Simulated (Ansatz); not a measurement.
GaH2I, relaxed as a singlet with RKS PBE-D4/def2-TZVP in Ansatz, starting from the GFN2-xTB geometry. Force threshold 0.02 eV/Å.

In the def2 sets I takes a core potential; there is no spin–orbit coupling.

Start:

Cartesian coordinates in Å:
```
Ga -0.0666 -0.1754 -0.1565
H -0.8264 -1.4165 0.3832
H 0.2529 -0.0037 -1.6656
I 0.6401 1.5955 1.4389
```

Problem. Estimate the energy that the relaxation releases and the steps that it takes.

Solution. 0.5 kcal/mol, in 3 steps; 1.4 s on 4 threads of Arm Neoverse V2 on a shared host. No frequencies were taken in this run, so the end may be a saddle point.

Problem. Does the start keep its bonding and symmetry?

Solution. By distances, no bond broke or formed. The bond that changes most is Ga1–I4, from 2.49 to 2.51 Å (atoms count from 1). Point group C2v at the start, C2v at the end, both within 0.05 Å.

Problem. Predict the relaxed structure.

Solution. 
```
atom    x (Å)    y (Å)    z (Å)
 Ga1  -0.0822  -0.2051  -0.1848
  H2  -0.8389  -1.4244   0.4464
  H3   0.2858   0.0481  -1.6876
  I4   0.6353   1.5813   1.4261
```
Bond lengths: 1 × Ga–I 2.51 Å; 2 × Ga–H 1.57 Å.
